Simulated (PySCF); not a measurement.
# Spinor energies of Ge⁺ (germanium, charge +1)

Start: [Ar] 3d10 4s2 4p1; 4p1/2 filled at m_j = +1/2. Calculated with PySCF 2.14 in x2c-QZVPPall-2c: generalised Hartree-Fock with the X2C-1e Hamiltonian and a Gaussian nucleus; one run each with spin-orbit coupling (SO) switched off, then screened by Boettger's factors.

```json
{"spinor shell": "1s1/2", "electrons": "2", "ε, spin-free (eV)": "-11188.9", "ε, screened SO (eV)": "-11188.6", "weight of nominal j (screened SO)": "1.000", "rms radius, screened SO (bohr)": "0.0542"}
{"spinor shell": "2s1/2", "electrons": "2", "ε, spin-free (eV)": "-1463.2", "ε, screened SO (eV)": "-1463.0", "weight of nominal j (screened SO)": "1.000", "rms radius, screened SO (bohr)": "0.227"}
{"spinor shell": "2p1/2", "electrons": "2", "ε, spin-free (eV)": "-1275.0", "ε, screened SO (eV)": "-1296.9", "weight of nominal j (screened SO)": "1.000", "rms radius, screened SO (bohr)": "0.201"}
{"spinor shell": "2p3/2", "electrons": "4", "ε, spin-free (eV)": "-1275.0", "ε, screened SO (eV)": "-1264.3", "weight of nominal j (screened SO)": "1.000", "rms radius, screened SO (bohr)": "0.204"}
{"spinor shell": "3s1/2", "electrons": "2", "ε, spin-free (eV)": "-210.63", "ε, screened SO (eV)": "-210.54", "weight of nominal j (screened SO)": "1.000", "rms radius, screened SO (bohr)": "0.668"}
{"spinor shell": "3p1/2", "electrons": "2", "ε, spin-free (eV)": "-150.82", "ε, screened SO (eV)": "-153.97", "weight of nominal j (screened SO)": "1.000", "rms radius, screened SO (bohr)": "0.693"}
{"spinor shell": "3p3/2", "electrons": "4", "ε, spin-free (eV)": "-150.82", "ε, screened SO (eV)": "-149.19", "weight of nominal j (screened SO)": "1.000", "rms radius, screened SO (bohr)": "0.705"}
{"spinor shell": "3d3/2", "electrons": "4", "ε, spin-free (eV)": "-52.641", "ε, screened SO (eV)": "-52.992", "weight of nominal j (screened SO)": "0.998", "rms radius, screened SO (bohr)": "0.812"}
{"spinor shell": "3d5/2", "electrons": "6", "ε, spin-free (eV)": "-52.641", "ε, screened SO (eV)": "-52.278", "weight of nominal j (screened SO)": "0.999", "rms radius, screened SO (bohr)": "0.814"}
{"spinor shell": "4s1/2", "electrons": "2", "ε, spin-free (eV)": "-23.438", "ε, screened SO (eV)": "-23.399", "weight of nominal j (screened SO)": "0.996", "rms radius, screened SO (bohr)": "2.24"}
{"spinor shell": "4p1/2", "electrons": "1", "ε, spin-free (eV)": "-15.646", "ε, screened SO (eV)": "-15.787", "weight of nominal j (screened SO)": "0.970", "rms radius, screened SO (bohr)": "2.74"}
```

```csv
quantity,spin-free,screened SO
E (hartree),-2096.80277,-2096.88865
M_J,1/2,1/2
⟨J²⟩,1.083,0.855
⟨L²⟩,2.043,2.045
⟨S²⟩,0.765,0.766
```

Each row is a mean over spinors that exchange with the open shell spreads, by up to 0.473 eV (3p1/2).

⟨J²⟩ departs a little from M_J(M_J + 1) because the unrestricted spinors polarise the closed shells.

Without spin-orbit coupling the j labels of p, d and f shells carry no meaning; the spin-free column gives the mean over the occupied spinors of each nl shell, and its ⟨J²⟩ belongs to a mixture of degenerate components.
